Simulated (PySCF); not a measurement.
Gas-phase reaction: Sn2O2 + 2 Cl2 = 2 SnCl2 + O2

Computed with PySCF and rigid-rotor harmonic-oscillator thermochemistry at 1 bar. † marks an energy on the PBE0/def2-TZVP geometry and frequencies. MP2 freezes the core. Open shells (unrestricted): O2 (multiplicity 3); the rest are closed-shell singlets. B3LYP is the form with VWN-RPA correlation. Sn: scalar-relativistic def2 core potential, no spin-orbit coupling. Sn2O2: computed as isolated molecules; such fragments, hydroxides, amides, oligomers or adducts are transient or little studied in the gas. MP2 isn't extrapolated to the basis-set limit; its ΔH°(298 K) is -242.4 kJ in def2-SVP and -154.1 kJ in def2-TZVPP. The harmonic model lacks anharmonicity and excited electronic states, which grow with temperature; levels with a mode under 35 cm⁻¹ are left out. Soft modes under 120 cm⁻¹ make the harmonic entropy rough for SnCl2.

ΔH° and ΔS° at 298 K: B3LYP/def2-TZVP† -217 kJ, 58 J/K; BLYP/def2-TZVP† -203 kJ, 58 J/K; M06-2X/def2-TZVP† -191 kJ, 58 J/K; MP2/def2-SVP† -242 kJ, 58 J/K.

**Question.** With the heat capacities included, give log10 K (1 bar) at 500, 600, 1200, 1600, 2000 K from B3LYP/def2-TZVP†, BLYP/def2-TZVP†, M06-2X/def2-TZVP†, MP2/def2-SVP†.

**Answer.** 
```tsv
T (K)	B3LYP/def2-TZVP†	BLYP/def2-TZVP†	M06-2X/def2-TZVP†	MP2/def2-SVP†
500	25.7	24.2	22.9	28.3
600	21.9	20.7	19.6	24.1
1200	12.4	11.8	11.2	13.5
1600	10.0	9.5	9.1	10.8
2000	8.5	8.1	7.8	9.2
```
